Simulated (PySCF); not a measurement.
Computed shifts of a molecule C₃H₁₁NOSi, PBE/pcSseg-1 (PySCF), GIAO, gas phase, atoms alike by connectivity averaged where their shifts nearly agree, in ppm (number of nuclei): ¹³C: 76.5 (1), 30.4 (2). ²⁹Si: -34.8 (1). ¹⁵N: 46.6 (1). ¹H: 5.13 (1), 4.98 (1), 4.29 (1), 1.58 (3), 1.49 (3), 1.48 (1), 1.23 (1). References: ¹³C against TMS (σ = 182.0 ppm); ¹⁷O against H2O (σ = 334.3 ppm); ²⁹Si against TMS (σ = 335.4 ppm); ¹⁵N against NH3 (σ = 267.0 ppm); ¹H against TMS (σ = 31.49 ppm), references at their B3LYP-D3(BJ)/def2-TZVP geometries, non-relativistic. Geometry: TPSSh-D3(BJ)/def2-SVP. Other conformers were not sampled.

Q: Which molecule gave these data?
(A) CCO[Si@H](C)N
(B) CC[Si@@H](O)NC
(C) CC(C)O[SiH2]N
(D) CO[C@H](C)[SiH2]N

A: C, CC(C)O[SiH2]N
